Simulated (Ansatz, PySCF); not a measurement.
Noncovalent pair: HCl (SMILES Cl) (first 2 atoms) with ClH3Si (SMILES [SiH3]Cl); geometry from B3LYP-D3(BJ)/def2-TZVP, rigid monomers moved along the line of their centres of mass till H2···Cl4 is 2.22 Å.
(charge 0, multiplicity 1):
| atom | x (Å) | y (Å) | z (Å) |
|---|---|---|---|
| Cl | -0.3135 | -0.4178 | 0.9692 |
| H | 0.5898 | -0.1007 | 1.8322 |
| Si | -0.5841 | 0.3029 | 4.5595 |
| Cl | 1.3667 | 0.4393 | 3.8445 |
| H | -1.0564 | -1.0729 | 4.3268 |
| H | -1.4042 | 1.2829 | 3.8268 |
| H | -0.5434 | 0.6147 | 6.0003 |

Counterpoise-corrected where a basis set is named; no monomer relaxation. Rows marked so take none.

Cores are frozen in the correlated methods. CBS: X⁻³ extrapolation of the correlation energy, Hartree–Fock from the larger set. Rows in 3-21G, 6-311+G**, 6-31G* carry no dispersion term and start afresh at each structure (6-31G* with six Cartesian d functions). MP2/6-31G* freezes PySCF's default core.

Run with Ansatz (Gaussian basis) for Hartree–Fock, density functionals and correlated methods; PySCF for 3-21G rows, 6-311+G** rows, 6-31G* rows, the dispersion terms. Each number belongs to the level named beside it.

Other levels give for the interaction energy: PBE/def2-TZVPPD -58.1; B3LYP/def2-TZVPPD 9.3; B3LYP-D3(BJ)/def2-TZVPPD -106.2; wB97M-V/def2-TZVPPD -76.0; MP2/CBS(aug-cc-pV(D+d)Z, aug-cc-pV(T+d)Z) + ΔCCSD(T)/aug-cc-pV(D+d)Z -75.7 meV.

Common cheap choices:

```tsv
level	interaction energy (meV)	less -75.7 (MP2/CBS(aug-cc-pV(D+d)Z, aug-cc-pV(T+d)Z) + ΔCCSD(T)/aug-cc-pV(D+d)Z)
HF/6-31G* (no counterpoise)	103.8	179.5
B3LYP/3-21G (no counterpoise)	-135.8	-60.1
B3LYP/6-31G*	21.5	97.1
B3LYP/6-31G* (no counterpoise)	-7.9	67.8
B3LYP/6-311+G** (no counterpoise)	-2.4	73.3
M06-2X/6-31G* (no counterpoise)	-97.2	-21.5
MP2/6-31G*	65.0	140.6
MP2/6-31G* (no counterpoise)	-20.4	55.2
```

Ansatz is an electronic-structure program.
